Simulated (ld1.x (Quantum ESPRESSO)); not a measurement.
What the settings do to the PAW potential of I (Z = 53)

Base potential:

- Element: iodine (I)
- Generator: ld1.x (Quantum ESPRESSO) 7.5
- Type: PAW
- Functional: PBEsol
- Relativity: scalar-relativistic
- Frozen core: [Ar] 3d10
- Valence charge: 25
- Reference configuration: 4s2 4p6 4d10 5s2 5p5
- Partial waves: 4s (bound): rcut 0.95, rcutus 1.00 bohr; 5s (bound): rcut 0.95, rcutus 1.00 bohr; 4p (bound): rcut 1.20, rcutus 1.40 bohr; 5p (bound): rcut 1.20, rcutus 1.40 bohr; 4d (bound): rcut 0.75, rcutus 0.90 bohr; 4d channel at -2.75 Ry: rcut 0.75, rcutus 0.90 bohr
- Local potential: all-electron potential smoothed inside 0.95 bohr (lloc = -1)
- Core correction: a·sin(br)/r model core, default radius (ld1.x builds one for every PAW set, though the input has nlcc=.false.)
- Augmentation charge: PSQ, inside the norm-conserving radii

All-electron outer shells of the reference configuration (PBEsol, scalar-relativistic, ld1.x):

```tsv
shell	level (eV)	outermost node (bohr)	outermost maximum (bohr)
3p	-858.99	0.13	0.28
3d	-605.91	–	0.23
4s	-180.33	0.37	0.68
4p	-127.38	0.37	0.72
4d	-50.21	0.35	0.78
5s	-17.45	0.88	1.70
5p	-7.10	0.96	2.02
```

Cutoffs, loose and tight: the cutoffs (Ry, on a coarse ladder) from which the occupation-weighted sum of valence levels, in a spherical-Bessel basis at the reference potential, stays within 10 and 1 mRy of its value at 400 Ry. They do not see the model core or the augmentation charge, which bear on the density cutoff. Test errors are all-electron minus pseudo excitation energies from the reference, over the configurations 4s2 4p6 4d10 5s2 5p4; 4s2 4p6 4d10 5s2 5p3; 4s2 4p6 4d10 5s2 5p2; 4s2 4p5 4d10 5s2 5p5; 4s1 4p6 4d10 5s2 5p5; 4s2 4p6 4d9 5s2 5p6; 4s2 4p6 4d10 5s1 5p6. A dash means not determined; rows that change the core or the reference have their own tests. The largest error is taken over the tests solved by every variant that gives reliable tests at all: 4s2 4p6 4d10 5s2 5p2; 4s2 4p6 4d10 5s2 5p3; 4s2 4p6 4d10 5s2 5p4.

A true bound ghost makes a file unfit for plane-wave use even where its test errors are small: the radial tests pick states by their node count and pass the ghost by.

Cutoffs are not given where the Bessel-basis levels miss the radial ones by over 6 mRy, ghosts where they miss by over 20 mRy; a channel whose overlap is not positive is not tested.

The default core radius of the base comes out at 0.48 bohr.

A file whose overlap is not positive is unfit for use, and its test errors describe a broken file.

| change | outcome | cutoff, loose | cutoff, tight | bound ghosts | largest test error (meV) |
| --- | --- | --- | --- | --- | --- |
| base | generated, overlap not positive | – | – | not determined (overlap not positive) | +38 |
| reference 4s2 4p6 4d10 5s2 5p3 | generated, overlap not positive | – | – | not determined (overlap not positive) | +49 over the solved tests; test run stopped at test 4 of 7 (negative rho) |
| waves 4p (bound): rcut 1.20, rcutus 2.14 bohr; 5p (bound): rcut 1.20, rcutus 2.14 bohr | failed: run_pseudo: Errors in PS-KS equation | – | – | – | – |
| wave 4d channel at -2.75 Ry: rcut 0.75, rcutus 0.90 bohr becomes 4d channel at 0.64 Ry: rcut 0.75, rcutus 0.90 bohr | generated, overlap not positive | – | – | not determined (overlap not positive) | +38 |
| local potential all-electron potential smoothed inside 0.85 bohr (lloc = -1) | generated, overlap not positive | – | – | not determined (overlap not positive) | +90 |
| waves 4s (bound): rcut 0.95, rcutus 1.06 bohr; 5s (bound): rcut 0.95, rcutus 1.06 bohr | generated, overlap not positive | – | – | not determined (overlap not positive) | +39 |
| local potential all-electron potential smoothed inside 0.72 bohr (lloc = -1) | generated, overlap not positive | – | – | s (p not tested, overlap not positive) | test run stopped at test 1 of 7 (negative rho) |
| waves 4d (bound): rcut 0.75, rcutus 1.06 bohr; 4d channel at -2.75 Ry: rcut 0.75, rcutus 1.06 bohr | failed: new_paw_hamiltonian: negative rho | – | – | – | – |
| core [Kr], valence charge 17; reference 4d10 5s2 5p3; waves now 5s (bound): rcut 1.45, rcutus 1.70 bohr; 5s channel at -2.25 Ry: rcut 1.45, rcutus 1.70 bohr; 5p (bound): rcut 1.40, rcutus 1.95 bohr; 5p channel at -0.1 Ry: rcut 1.40, rcutus 1.95 bohr; 4d (bound): rcut 1.25, rcutus 1.55 bohr; 4d channel at -2.75 Ry: rcut 1.25, rcutus 1.55 bohr; local potential all-electron potential smoothed inside 1.85 bohr (lloc = -1); core correction Bessel-smoothed model core inside 1.20 bohr | generated | 70 Ry | 110 Ry | none | -139 |
| core correction a·sin(br)/r model core inside 0.62 bohr | generated, overlap not positive | – | – | not determined (overlap not positive) | -1.7 |

Problem. What comes out with this change to the base: functional PBE?

Solution. outcome: generated, overlap not positive; bound ghosts: not determined (overlap not positive); largest test error (meV): +70. A file whose overlap is not positive is unfit for use, and its test errors describe a broken file.
